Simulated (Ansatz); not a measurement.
One change: `C[O][Mg][Cl]` becomes `C[O][Mg][NH2]`.

Ansatz, PBE0-D4/def2-TZVP geometries, multiplicity 1. Each molecule was computed in one conformer, which needn't be the lowest.

Outer-core shells of Mg are correlated without core-valence functions.

```csv
property,`C[O][Mg][Cl]`
LUMO energy (ωB97M-V/def2-TZVPP) / eV,-0.08
LUMO energy (B3LYP/def2-TZVPP) / eV,-1.71
LUMO energy (PBE0/def2-TZVPP) / eV,-1.40
vertical ionisation energy (CCSD(T)/def2-TZVPP) / eV,10.03
HOMO energy (PBE/def2-TZVPP) / eV,-5.95
size of the dipole moment (ωB97M-V/def2-TZVPP) / D,1.68
```

Q: Give the same properties after the change, and the shifts. (Estimate.)

A: Computed: 
| property | `C[O][Mg][NH2]` | shift |
| --- | --- | --- |
| LUMO energy (ωB97M-V/def2-TZVPP) / eV | 0.33 | 0.41 |
| LUMO energy (B3LYP/def2-TZVPP) / eV | -1.20 | 0.51 |
| LUMO energy (PBE0/def2-TZVPP) / eV | -0.90 | 0.50 |
| vertical ionisation energy (CCSD(T)/def2-TZVPP) / eV | 8.82 | -1.21 |
| HOMO energy (PBE/def2-TZVPP) / eV | -4.97 | 0.98 |
| size of the dipole moment (ωB97M-V/def2-TZVPP) / D | 0.62 | -1.06 |

With PBE0 the HOMO rises by 1.11 eV and the LUMO rises by 0.50 eV, so the gap narrows by about 0.61 eV. PBE moves the HOMO by 0.98 eV and ωB97M-V by 1.16 eV. Dipoles are sizes alone; their direction can turn.

B3LYP here is the variant with VWN-RPA as its local correlation; programs differ in this.
